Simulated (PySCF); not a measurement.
How the method changes the constants of CaAl⁺

State: ¹Σ⁺ (singlet), closed shell. Set-up: PySCF, no relativity, basis sets Ca pcseg-1, Al pcseg-1. De refers to Ca + Al⁺ in their ground configurations, without counterpoise correction. A positive dipole points towards Al; it is taken about the centre of mass and depends on that origin.

```tsv
Level	Re (Å)	ωe (cm⁻¹)	De (eV)	μ (D)
RHF-MP2	3.563	155	1.14	n/a
RHF-SCS-MP2	3.580	152	1.11	n/a
RHF-CCSD	3.538	160	1.18	n/a
RHF-CCSD(T)	3.530	161	1.23	n/a
PBE	3.492	159	1.71	-2.31
r²SCAN	3.491	164	1.73	-2.96
r²SCANh	3.491	165	1.68	-2.97
PBE0	3.485	165	1.62	-2.76
B97-3	3.511	161	1.52	-2.20
M06-2X	3.535	156	1.36	-1.26
CAM-B3LYP	3.495	161	1.35	-2.35
```

(1) Which functional lies closest to RHF-CCSD(T) in De, which farthest, and by how much do they differ from it?

(2) What does a quarter of exact exchange do here, going from PBE to PBE0?

(3) What does the step from GGA to meta-GGA do here, going from PBE to r²SCAN?

Correlated steps freeze 10 core orbitals. Closed-shell solutions of metal pairs were not tested for spin polarisation, which can lower them a little. Correlated levels converge slowly with the basis: in double zeta they bind strong bonds too weakly, by up to about 1 eV, and carry superposition errors of some tenths. For an ion De counts to the pair picked by the measured ionisation energies or electron affinities, which need not be the lowest pair at this level.

The whole job (state search and all levels along the bond) took about 1 min on 1 thread of Intel Xeon Platinum 8488C (shared host), peak memory 0.51 GiB.

Results:

(1) Closest is CAM-B3LYP (-3.5 pm in Re, +0.0 % in ωe, +0.12 eV in De against RHF-CCSD(T) in the same basis), farthest r²SCAN (-3.9 pm in Re, +1.9 % in ωe, +0.50 eV in De). CCSD(T) converges more slowly with the basis than the functionals do and binds too weakly in this one, so the order can change at the basis-set limit.

(2) PBE0 less PBE: -0.7 pm in Re, +3.8 % in ωe, -0.09 eV in De. Exact exchange removes part of the self-interaction that spreads semilocal densities, and in most molecules shortens and stiffens the bond and lowers De; so it does here.

(3) r²SCAN less PBE: -0.1 pm in Re, +3.1 % in ωe, +0.02 eV in De.
